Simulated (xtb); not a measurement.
Al(H)(I)(OMe) (CH4AlIO), SMILES [O](C)[AlH][I]. All values are semi-empirical tight-binding results from xtb (GFN2-xTB unless named), good for trends rather than for accurate numbers. The structure is a stationary point at GFN2-xTB. The structure was generated by enumeration; whether it is a known compound was not checked. Other conformers were not sampled.

A frequency run showed that this geometry is not a minimum.

For metal compounds this method's bond lengths and energies can be far off.

Computed properties:
```yaml
orbital_gap: 4.72 eV
```
